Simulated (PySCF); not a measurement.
F3S, SMILES F[S+](F)F, charge +1. Atoms are numbered in the order given.

```xyz
4

F     -1.1567     0.6678    -0.2651
S      0.0000     0.0000     0.4473
F      0.0000    -1.3356    -0.2651
F      1.1567     0.6678    -0.2651
```
Charge +1, spin multiplicity 1.

Geometry: B3LYP-D3(BJ)/def2-TZVP. The isomer is the one that the SMILES or the coordinates give; other isomers of the formula were not compared.

All values below come from TDA-PBE/def2-SVPD run with PySCF.

Vertical excitations; the highest root listed may be one member of a degenerate set. The molecule is in vacuum. State labels are in the subgroup Cs.

```
state  symmetry  energy (eV)  λ (nm)      f                                              main pairs
-----  --------  -----------  ------  -----  ------------------------------------------------------
S1           A'         8.49     146  0.042               HOMO→LUMO+1, HOMO−1→LUMO (degenerate set)
S2           A"         8.49     146  0.042               HOMO→LUMO, HOMO−1→LUMO+1 (degenerate set)
S3           A'         9.22     135  0.042               HOMO−1→LUMO, HOMO→LUMO+1 (degenerate set)
S4           A"         9.22     135  0.042               HOMO−1→LUMO+1, HOMO→LUMO (degenerate set)
S5           A"         9.23     134  0.000                    HOMO−3→LUMO 50 %, HOMO−2→LUMO+1 50 %
S6           A"         9.34     133  0.007             HOMO−3→LUMO, HOMO−2→LUMO+1 (degenerate set)
S7           A'         9.34     133  0.007             HOMO−2→LUMO, HOMO−3→LUMO+1 (degenerate set)
S8           A'         9.57     130  0.008  HOMO−3→LUMO+1 44 %, HOMO−2→LUMO 44 %, HOMO→LUMO+2 10 %
S9           A'        10.25     121  0.056                                        HOMO→LUMO+2 83 %
S10          A"        10.49     118  0.000                    HOMO−4→LUMO 49 %, HOMO−5→LUMO+1 49 %
T1           A"         6.62     187      0                              HOMO→LUMO (degenerate set)
T2           A'         6.62     187      0                            HOMO→LUMO+1 (degenerate set)
T3           A'         8.44     147      0                            HOMO−1→LUMO (degenerate set)
T4           A"         8.44     147      0                          HOMO−1→LUMO+1 (degenerate set)
```
Triplets are in the Tamm–Dancoff approximation.
